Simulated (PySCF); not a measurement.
Basis-set dependence of population analyses: `FB(F)[SiH2]S`

BF2H3SSi.
Numbering: `[F:1][B:2]([F:3])[SiH2:4][SH:5]` (hydrogens: H6, H7 on Si4; H8 on S5)

PBE0 throughout (PySCF), one geometry, spherical d and f functions. The structure is a single PBE0-D3(BJ)/def2-SVP conformer in the gas phase; no vibrational or solvent corrections. Atoms taken as equivalent share a column and are averaged.

Mulliken charges (e):

```csv
basis,functions,F1/F3,B2,Si4,S5,H6/H7,H8
STO-3G,36,-0.114,+0.199,+0.368,-0.092,-0.114,-0.019
6-31G,59,-0.288,+0.515,+0.368,-0.272,-0.061,+0.087
pcSseg-0,59,-0.297,+0.602,+0.204,-0.436,+0.017,+0.191
6-31G*,84,-0.246,+0.510,+0.227,-0.310,-0.035,+0.135
cc-pVDZ,93,-0.087,+0.251,+0.068,-0.234,-0.016,+0.119
def2-SVP,93,-0.091,+0.242,+0.177,-0.269,-0.038,+0.108
pcSseg-1,114,-0.277,+0.538,+0.294,-0.368,-0.037,+0.165
aug-cc-pVDZ,150,-0.398,+1.048,-0.548,-0.439,+0.284,+0.167
"6-311+G(2d,p)",169,-0.309,+0.544,+0.222,-0.211,-0.034,+0.132
def2-TZVP,185,-0.216,+0.469,+0.100,-0.314,-0.002,+0.180
cc-pVTZ,200,-0.161,+0.384,+0.091,-0.242,-0.014,+0.117
IGLO-III,223,-0.335,+0.587,+0.659,-0.319,-0.142,+0.027
```

IAO charges (e):

```json
{"basis": "STO-3G", "functions": "36", "F1/F3": "-0.151", "B2": "+0.217", "Si4": "+0.468", "S5": "-0.173", "H6/H7": "-0.113", "H8": "+0.016"}
{"basis": "6-31G", "functions": "59", "F1/F3": "-0.280", "B2": "+0.476", "Si4": "+0.353", "S5": "-0.279", "H6/H7": "-0.051", "H8": "+0.113"}
{"basis": "pcSseg-0", "functions": "59", "F1/F3": "-0.264", "B2": "+0.468", "Si4": "+0.298", "S5": "-0.279", "H6/H7": "-0.039", "H8": "+0.120"}
{"basis": "6-31G*", "functions": "84", "F1/F3": "-0.296", "B2": "+0.504", "Si4": "+0.463", "S5": "-0.288", "H6/H7": "-0.093", "H8": "+0.098"}
{"basis": "cc-pVDZ", "functions": "93", "F1/F3": "-0.292", "B2": "+0.493", "Si4": "+0.461", "S5": "-0.296", "H6/H7": "-0.092", "H8": "+0.110"}
{"basis": "def2-SVP", "functions": "93", "F1/F3": "-0.291", "B2": "+0.493", "Si4": "+0.465", "S5": "-0.288", "H6/H7": "-0.097", "H8": "+0.105"}
{"basis": "pcSseg-1", "functions": "114", "F1/F3": "-0.299", "B2": "+0.498", "Si4": "+0.477", "S5": "-0.296", "H6/H7": "-0.095", "H8": "+0.108"}
{"basis": "aug-cc-pVDZ", "functions": "150", "F1/F3": "-0.302", "B2": "+0.506", "Si4": "+0.469", "S5": "-0.307", "H6/H7": "-0.091", "H8": "+0.117"}
{"basis": "6-311+G(2d,p)", "functions": "169", "F1/F3": "-0.305", "B2": "+0.507", "Si4": "+0.491", "S5": "-0.303", "H6/H7": "-0.098", "H8": "+0.112"}
{"basis": "def2-TZVP", "functions": "185", "F1/F3": "-0.307", "B2": "+0.513", "Si4": "+0.497", "S5": "-0.303", "H6/H7": "-0.102", "H8": "+0.110"}
{"basis": "cc-pVTZ", "functions": "200", "F1/F3": "-0.305", "B2": "+0.515", "Si4": "+0.484", "S5": "-0.307", "H6/H7": "-0.098", "H8": "+0.114"}
{"basis": "IGLO-III", "functions": "223", "F1/F3": "-0.307", "B2": "+0.511", "Si4": "+0.494", "S5": "-0.299", "H6/H7": "-0.101", "H8": "+0.110"}
```

Hirshfeld charges (e):

| basis | functions | F1/F3 | B2 | Si4 | S5 | H6/H7 | H8 |
| --- | --- | --- | --- | --- | --- | --- | --- |
| STO-3G | 36 | -0.057 | +0.125 | +0.262 | -0.119 | -0.084 | +0.014 |
| 6-31G | 59 | -0.121 | +0.214 | +0.225 | -0.148 | -0.055 | +0.061 |
| pcSseg-0 | 59 | -0.123 | +0.217 | +0.242 | -0.145 | -0.061 | +0.056 |
| 6-31G* | 84 | -0.117 | +0.217 | +0.225 | -0.148 | -0.063 | +0.066 |
| cc-pVDZ | 93 | -0.114 | +0.201 | +0.232 | -0.126 | -0.069 | +0.058 |
| def2-SVP | 93 | -0.122 | +0.214 | +0.235 | -0.120 | -0.071 | +0.057 |
| pcSseg-1 | 114 | -0.133 | +0.234 | +0.242 | -0.134 | -0.068 | +0.059 |
| aug-cc-pVDZ | 150 | -0.132 | +0.228 | +0.238 | -0.123 | -0.066 | +0.054 |
| 6-311+G(2d,p) | 169 | -0.139 | +0.239 | +0.237 | -0.123 | -0.067 | +0.058 |
| def2-TZVP | 185 | -0.135 | +0.235 | +0.233 | -0.122 | -0.067 | +0.058 |
| cc-pVTZ | 200 | -0.131 | +0.232 | +0.232 | -0.124 | -0.067 | +0.055 |
| IGLO-III | 223 | -0.139 | +0.237 | +0.232 | -0.112 | -0.067 | +0.054 |

ESP-fitted charges (e):

```tsv
basis	functions	F1/F3	B2	Si4	S5	H6/H7	H8
STO-3G	36	-0.114	+0.293	+0.194	-0.237	-0.060	+0.099
6-31G	59	-0.261	+0.572	+0.150	-0.388	-0.013	+0.214
pcSseg-0	59	-0.268	+0.604	+0.173	-0.423	-0.026	+0.236
6-31G*	84	-0.183	+0.402	+0.120	-0.317	-0.014	+0.188
cc-pVDZ	93	-0.192	+0.414	+0.075	-0.269	-0.006	+0.176
def2-SVP	93	-0.209	+0.455	+0.098	-0.278	-0.018	+0.178
pcSseg-1	114	-0.222	+0.469	+0.146	-0.315	-0.023	+0.189
aug-cc-pVDZ	150	-0.199	+0.423	+0.054	-0.244	+0.003	+0.159
6-311+G(2d,p)	169	-0.215	+0.462	+0.033	-0.242	+0.006	+0.165
def2-TZVP	185	-0.211	+0.456	+0.047	-0.238	-0.001	+0.161
cc-pVTZ	200	-0.206	+0.443	+0.062	-0.241	-0.005	+0.158
IGLO-III	223	-0.210	+0.455	+0.008	-0.213	+0.009	+0.152
```

Some averages cover members that differ in this geometry, most widely: F1/F3, Mulliken in aug-cc-pVDZ -0.427 to -0.369; H6/H7, ESP-fitted in 6-311+G(2d,p) -0.013 to +0.024; H6/H7, ESP-fitted in aug-cc-pVDZ -0.015 to +0.021; H6/H7, ESP-fitted in cc-pVDZ -0.025 to +0.012 e.

Question: Which scheme is steadiest as the basis changes?

Answer: Largest range over the bases for any column: Hirshfeld 0.11 e, IAO 0.30 e, ESP-fitted 0.31 e, Mulliken 1.21 e. Hirshfeld charges move least and Mulliken charges most, counted in e. Without the minimal STO-3G basis the ranges are Hirshfeld 0.04, IAO 0.20, ESP-fitted 0.21, Mulliken 1.21 e.

Question: How much do the charges still move between the two largest bases, cc-pVTZ and IGLO-III?

Answer: At most, over all atoms: Mulliken 0.568 e, IAO 0.010 e, Hirshfeld 0.012 e, ESP-fitted 0.054 e.

Question: What do the same runs give for the total energy, the frontier levels and the dipole moment?

Answer: 
```csv
basis,energy (Eh),HOMO (eV),LUMO (eV),μ (D)
STO-3G,-902.7438,-3.37,3.34,1.36
6-31G,-913.5092,-7.54,-1.32,1.47
pcSseg-0,-912.3315,-7.66,-1.50,1.61
6-31G*,-913.6229,-7.43,-0.99,1.13
cc-pVDZ,-913.6797,-7.43,-1.10,0.79
def2-SVP,-913.2836,-7.43,-1.14,0.81
pcSseg-1,-913.6290,-7.60,-1.30,0.98
aug-cc-pVDZ,-913.6990,-7.56,-1.36,0.76
"6-311+G(2d,p)",-913.7709,-7.57,-1.39,0.74
def2-TZVP,-913.7968,-7.58,-1.31,0.70
cc-pVTZ,-913.7921,-7.56,-1.26,0.71
IGLO-III,-913.7968,-7.49,-1.30,0.67
```

The dipole is fixed by the density alone, so its range of 0.94 D shows that the density itself changes with the basis, not only its division among atoms.
